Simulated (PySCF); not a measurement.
## Xe²⁺: ionisation energy

Xe²⁺ [Kr] 4d10 5s2 5p4 (3P) → Xe³⁺ [Kr] 4d10 5s2 5p3 (4S), as a difference of total energies. All numbers are calculated (PySCF 2.14, the spin-free X2C one-electron Hamiltonian (Gaussian nucleus), in x2c-QZVPPall). Correlated levels: valence: [Kr] 4d10 frozen; valence and next inner shell: [Ar] 3d10 frozen. The calculations carry no spin-orbit coupling.

| method | ionisation energy (eV) |
| --- | --- |
| UHF | 29.380 |
| LDA | 30.867 |
| PBE | 30.509 |
| PBE0 | 30.528 |
| r2SCAN | 30.523 |
| wB97M-V | 30.454 |
| M06 | 30.436 |
| BHandHLYP | 30.535 |
| ROHF | 29.281 |
| MP2 (valence) | 30.136 |
| SCS-MP2 (valence) | 30.225 |
| MP2 (valence and next inner shell) | 30.326 |
| SCS-MP2 (valence and next inner shell) | 30.356 |

Problem. How much does correlation contribute at MP2 (valence and next inner shell)?

Solution. 30.326 − (29.380) = 0.946 eV, measured against UHF.

A first-order spin-orbit estimate (lowest level to lowest level, LS coupling) adds 0.449 eV.

Errors of the correlated levels include the incompleteness of this basis and the frozen core.

For comparison: 31.05 ± 0.04 eV (semi-empirical (NIST evaluation); NIST Atomic Spectra Database, ionization energies).
